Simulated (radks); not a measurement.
Neutral hafnium inside a hard spherical wall (all orbitals vanish at R), configuration held at [Xe] 4f14 5d2 6s2 and not refilled when levels cross. All-electron calculation, scalar-relativistic Kohn-Sham, PBEsol, spin-unpolarised, spherical densities, point nucleus. Program: a radial shooting solver on a logarithmic mesh with Libxc functionals. Eigenvalues in eV, with the zero of energy where the potential of the charges vanishes at infinity; a dash marks a level that is unbound or too diffuse for the functional's potential to be trusted. A positive occupied level is held by the wall or, in an anion where self-interaction has pushed it up, behind a barrier. The pressure on the wall is -dE/dV.

R (bohr)  E (hartree)  kinetic (hartree)    e(5p)    e(4f)   e(6s)   e(5d)  e(6p, empty)  e(7s, empty)  pressure (GPa)
free      -15073.6619          16517.005  -35.590  -16.860  -5.131  -2.714        -1.370             -               0
20        -15073.6619          16517.005  -35.590  -16.860  -5.131  -2.714        -1.370             -        < 0.0001
15        -15073.6619          16517.005  -35.589  -16.859  -5.130  -2.714        -1.363         0.276        < 0.0001
12        -15073.6618          16517.006  -35.575  -16.845  -5.121  -2.702        -1.321         0.872         0.00192
10        -15073.6610          16517.014  -35.508  -16.776  -5.074  -2.644        -1.180         1.959          0.0239
5         -15073.4413          16518.063  -31.480  -12.552  -0.766   1.122         5.942        25.844            23.4
2         -15055.5664          16580.935   23.794   45.435  154.91  74.916        193.31        418.33           23400
